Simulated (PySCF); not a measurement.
**Correlation energy of S⁺ (sulfur, charge +1)**

[Ne] 3s2 3p3, high-spin 4S determinant. All numbers are calculated (PySCF 2.14, the spin-free X2C one-electron Hamiltonian (Gaussian nucleus), in dyall-acv3z). Frozen: [Ne]; 5 electrons correlated; the 31 highest virtual orbitals of each spin left out.

MP2 pair energies summed by pair of shells (mhartree):

| pair | energy | share (%) |
| --- | --- | --- |
| 3s-3p | -61.55 | 65.9 |
| 3p-3p | -20.98 | 22.5 |
| 3s-3s | -10.80 | 11.6 |

Total MP2 correlation energy: -93.33 mhartree.

Same-spin part -24.92 and opposite-spin part -68.41 mhartree; SCS-MP2 scales them by 1/3 and 6/5 to -90.40 mhartree.
